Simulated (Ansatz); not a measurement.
`C[Si@H](O)N[Si@@H](O)F` + `O[SiH2]O` → `C[SiH](O)O[SiH2]O` + `N[SiH](O)F`  (ligand exchange at the Si–N bond)

Computed with Ansatz on PBE0-D4/def2-TZVP structures; ΔE is electronic, products minus reactants. CBS: MP2 limit from def2 TZ/QZ plus the TZ coupled-cluster correction, frozen cores. This one scheme is used for every species. Functionals use def2-TZVPP. Each species was taken in one conformer, which may not be the lowest.

**Question.** Is it downhill or uphill in electronic energy at CCSD(T)/CBS, and by how much? (Best estimate.)

**Answer.** Ansatz gave: Downhill: ΔE = -0.54 eV.

**Question.** What do these levels give: ωB97M-V, r2SCAN, HF/def2-TZVPP, MP2/def2-TZVPP, SCS-MP2/def2-TZVPP, CCSD/def2-TZVPP? (An estimate is asked.)

**Answer.** The calculation gave: ωB97M-V -0.53, r2SCAN -0.55, HF/def2-TZVPP -0.66, MP2/def2-TZVPP -0.52, SCS-MP2/def2-TZVPP -0.55, CCSD/def2-TZVPP -0.55 eV.

Largest T1 diagnostic among the species: 0.011.

In def2-TZVPP, CCSD(T) changes the Hartree–Fock value by +0.13 eV (the triples alone add +0.02 eV) and MP2 by +0.14 eV.
